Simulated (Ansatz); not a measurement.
The cluster Mn6⁺. Total charge 1; multiplicity 24. Geometry PBE0-D4/def2-SVP; atoms count from 1.

```xyz
6

Mn   -0.117   -0.306    2.022
Mn    1.134   -1.680   -0.294
Mn    0.635   -0.401   -2.406
Mn    0.869    0.983   -0.114
Mn   -1.193   -0.351   -0.436
Mn   -1.328    1.756    1.227
```

The charge 1 multiplicity 24 is spin-contaminated (final ⟨S²⟩ up to 146.09, 143.75 for a pure state). Another isomer (multiplicity 24) lies 1.95 eV lower at PBE0-D4/def2-TZVP; other spin states weren't run for this one.

(1) Estimate the Mulliken populations from the PBE0/def2-TZVP orbitals of Ansatz.

(2) Where does the spin sit?

(3) And the Mayer bond orders between heavy atoms (over 0.3)?

Results:

(1) 
```json
{"atom": "Mn1", "charge (e)": "0.19", "spin (α − β)": "3.86", "d electrons": "5.60"}
{"atom": "Mn2", "charge (e)": "0.19", "spin (α − β)": "3.86", "d electrons": "5.60"}
{"atom": "Mn3", "charge (e)": "0.25", "spin (α − β)": "4.09", "d electrons": "5.52"}
{"atom": "Mn4", "charge (e)": "0.06", "spin (α − β)": "3.54", "d electrons": "5.83"}
{"atom": "Mn5", "charge (e)": "0.06", "spin (α − β)": "3.54", "d electrons": "5.83"}
{"atom": "Mn6", "charge (e)": "0.25", "spin (α − β)": "4.09", "d electrons": "5.52"}
```
Mulliken values depend strongly on the basis.

(2) Summed by element: Mn 23.00, of 23 unpaired in all. Largest on single atoms: Mn6 4.09, Mn3 4.09, Mn1 3.86.

(3) Mn1–Mn2 0.36 (2.97 Å); Mn1–Mn4 0.55 (2.68 Å); Mn1–Mn5 0.55 (2.68 Å); Mn1–Mn6 0.87 (2.52 Å); Mn2–Mn3 0.87 (2.52 Å); Mn2–Mn4 0.55 (2.68 Å); Mn2–Mn5 0.55 (2.68 Å); Mn3–Mn4 0.61 (2.69 Å); Mn3–Mn5 0.61 (2.69 Å); Mn4–Mn5 0.69 (2.48 Å); Mn4–Mn6 0.61 (2.69 Å); Mn5–Mn6 0.61 (2.69 Å).
